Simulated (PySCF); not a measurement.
Species: C6H7FOS.
Numbering: `[O:1]=[S@:2]1[CH2:3][C@@H:4]([C:5]#[C:6][CH2:7][F:8])[CH2:9]1`

Cartesian coordinates in Å at the GFN2-xTB level; atoms count from 1:
```
atom  x, y, z in Å
O1    -3.5794   -0.8713    0.0054
S2    -2.9314    0.3006   -0.5682
C3    -1.6037    0.9138    0.5953
C4    -0.5340    0.7787   -0.4953
C5     0.7488    0.2974   -0.0362
C6     1.7684   -0.1776    0.3815
C7     3.0505   -0.6662    0.8447
F8     4.0679    0.1961    0.4985
C9    -1.3204   -0.2053   -1.3701
H10   -1.7663    1.9108    0.9935
H11   -1.4801    0.1955    1.4015
H12   -0.3900    1.7298   -1.0158
H13    3.2848   -1.6355    0.3872
H14    3.0619   -0.7494    1.9387
H15   -1.2705   -0.0456   -2.4430
H16   -1.1143   -1.2449   -1.1290
```

NICS is the negative of the GIAO shielding at a point without a nucleus: at the ring centre (0) and 1 Å above and below it (1); zz is the component along the ring normal. Level: GIAO PBE0/pcSseg-1 (PySCF, non-relativistic, gas phase) on the GFN2-xTB geometry, one conformer.

Ring bond lengths (Å), with Mayer bond orders in brackets: S2–C3 1.869 (0.88), C3–C4 1.534 (0.98), C4–C9 1.534 (0.97), C9–S2 1.869 (0.88).

**Question.** Give the NICS values of each ring in ppm.

**Answer.** 
```tsv
ring	type	NICS(0)	NICS(1), two faces	NICS(1)zz, two faces	rms pucker (Å)	centre to ring atoms, mean (Å)
S2–C3–C4–C9	4-membered ring with S; formal bonds all single	-2.0	1.3 / -4.0	8.0 / -1.4	0.14	1.19
```

**Question.** What can be read from them?

**Answer.** 
- S2–C3–C4–C9: mean NICS(1)zz 3.3 ppm, deshielded. C3, C4, C9 have four or more neighbours, so the value isn't read as a sign of a π ring current. The two faces differ by 9.4 ppm, so no symmetry operation interchanges them.

**Question.** What field does 11.7 T along the ring normal induce along that normal at the first NICS(1) probe listed for ring S2–C3–C4–C9, 1 Å off the ring?

**Answer.** NICSzz × B0 = 8.0 ppm × 11.7 T = 94 μT, along the applied field.
